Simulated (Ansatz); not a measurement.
Calculated with Ansatz (gas phase, PBE0-D4/def2-TZVP geometries, no zero-point term in ΔE). CCSD(T)/CBS is the MP2 limit (def2-TZVPP, def2-QZVPP) plus CCSD(T) − MP2 in def2-TZVPP, frozen cores. Functionals use def2-TZVPP. For Se outer-core shells are correlated without core-valence functions, which leaves a few kJ/mol of doubt a bond. Scalar relativity is left out up to krypton. One conformer a species, not always the lowest.

`C=C([SiH3])[SeH]` + `C[CH2][AlH2]` → `C[CH2][AlH][SeH]` + `C=C[SiH3]`  (formal exchange of groups at the Se–C bond)

```csv
level,ΔE (eV)
r2SCAN-D4,-1.76
ωB97M-V,-1.75
B2PLYP,-1.74
HF/def2-TZVPP,-1.87
SCS-MP2/def2-TZVPP,-1.70
CCSD/def2-TZVPP,-1.76
SCS-MP2/def2-QZVPP,-1.71
MP2/CBS(def2),-1.75
```

(1) What does CCSD(T)/CBS give? (Best estimate.)

Largest T1 diagnostic among the species: 0.011.

Answers

(1) Ansatz gave: -1.77 eV. The listed levels differ from it by 0.01, 0.02, 0.03, -0.10, 0.07, 0.01, 0.06, 0.02 eV.

From PBE to PBE0 (25 % exact exchange), in def2-TZVPP and without D4, ΔE moves by −0.06 eV. In def2-TZVPP, CCSD(T) changes the Hartree–Fock value by +0.14 eV (the triples alone add +0.03 eV) and MP2 by +0.16 eV. The D4 term adds +0.05 eV with B3LYP and +0.02 eV with PBE0; it sums over pairs of atoms, weighted by their polarisabilities, and B3LYP, whose exchange is more repulsive, gets the larger term.

B3LYP here is the variant with VWN-RPA as its local correlation; programs differ in this.
